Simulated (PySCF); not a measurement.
C8H9PS.
Atom-mapped SMILES: `[CH:1]#[C:2][c:3]1[p:4][c:5]([CH:6]([CH3:7])[CH3:8])[cH:9][s:10]1`

Geometry (GFN2-xTB, Å), atoms numbered from 1 in this order:
```xyz
19
C8H9PS angstrom
C      4.780   -1.676   -0.767
C      3.692   -1.245   -0.485
C      2.433   -0.744   -0.152
P      1.027   -0.913   -1.138
C     -0.008   -0.033    0.007
C     -1.470    0.177   -0.298
C     -1.792    1.667   -0.410
C     -2.347   -0.497    0.757
C      0.587    0.422    1.138
S      2.257    0.110    1.353
H      5.725   -2.053   -1.020
H     -1.675   -0.293   -1.268
H     -1.154    2.139   -1.154
H     -1.637    2.166    0.544
H     -2.830    1.806   -0.706
H     -3.397   -0.406    0.486
H     -2.100   -1.553    0.836
H     -2.202   -0.035    1.730
H      0.101    0.970    1.926
```

NICS = −σ at a ghost point: NICS(0) at the centroid of the ring atoms, NICS(1) 1 Å to either side along the normal of their mean plane, zz for the tensor component along that normal. Level: GIAO PBE0/pcSseg-1 (PySCF, non-relativistic, gas phase) on the GFN2-xTB geometry, one conformer.

Ring bond lengths (Å), with Mayer bond orders in brackets: C3–P4 1.725 (1.36), P4–C5 1.777 (1.13), C5–C9 1.356 (1.56), C9–S10 1.713 (1.18), S10–C3 1.739 (1.17).

What do the NICS probes read (ppm)?

```
           ring                                                     type  NICS(0)  NICS(1), two faces  NICS(1)zz, two faces  rms pucker (Å)  centre to ring atoms, mean (Å)
C3–P4–C5–C9–S10  5-membered ring with P and S; formal bonds all aromatic    -11.1       -10.8 / -10.8         -22.5 / -22.5            0.00                            1.41
```

What do they say, and how far can they be read as aromaticity?

- C3–P4–C5–C9–S10: mean NICS(1)zz -22.5 ppm, shielded.

And the bond-length index? HOMA takes Krygowski's 1993 parameters.

- C3–P4–C5–C9–S10: HOMA 0.68; the largest term is that of P4–C5, α(R − Ropt)² = 0.74.

At the first NICS(1) probe listed for ring C3–P4–C5–C9–S10, 1 Å off the ring, what do the in-plane components average?

The isotropic value is a third of the trace: (3 × -10.8 − (-22.5))/2 = -5.0 ppm.
